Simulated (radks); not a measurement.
Spherical quantum dot in the effective-mass picture: electrons in a well V = -V0 / (1 + exp((r - R)/a)) with V0 = 19.8, R = 3.23, a = 0.33, with a point charge +2 (a donor) at the centre, all in effective atomic units (hartree* = m*/eps^2 hartree, bohr* = eps/m* bohr), one dielectric constant everywhere. Method: non-relativistic Kohn-Sham, LDA (Slater exchange, Perdew-Wang correlation), spin-polarised, spherical densities; computed with a radial shooting solver with Libxc functionals. Levels are named by radial order and angular momentum (1s, 1p, 1d, 2s, ...), and open shells are averaged over m. Results are scaled to m* = 0.051 and eps = 7.5, for which hartree* = 24.67 meV and bohr* = 7.782 nm.

N = 3, configuration 1s2 1p(up 1, down 0). This is the lowest configuration that the search found. Occupied and some empty levels:

| level | occupation | eigenvalue (meV) | <r> (nm) |
|---|---|---|---|
| 1s up | 1 | -483.91 | 6.833 |
| 1s down | 1 | -482.75 | 6.706 |
| 1p up | 1 | -450.13 | 12.07 |
| 1p down | 0 | -448.04 | 12.06 |
| 2s up | 0 | -439.51 | 11.92 |
| 2s down | 0 | -437.92 | 12.03 |
| 1d up | 0 | -426.80 | 13.96 |
| 1d down | 0 | -424.71 | 14.00 |
| 1f up | 0 | -401.64 | 15.23 |
| 1f down | 0 | -399.69 | 15.27 |

Energy (meV): total -1499.13, kinetic 103.77, external -1660.9, Hartree 93.344, exchange-correlation -35.371.

Electron density:

| r (nm) | n(r) (e/nm^3) |
|---|---|
| 0.869 | 0.005020 |
| 2.32 | 0.002478 |
| 3.77 | 0.001291 |
| 5.23 | 0.0007173 |
| 6.68 | 0.0004275 |
| 8.13 | 0.0002720 |
| 9.58 | 0.0001820 |
| 11.0 | 0.0001240 |
| 12.5 | 0.00008341 |
| 13.9 | 0.00005375 |
| 15.4 | 0.00003205 |
| 16.8 | 0.00001722 |
| 18.3 | 8.132e-06 |
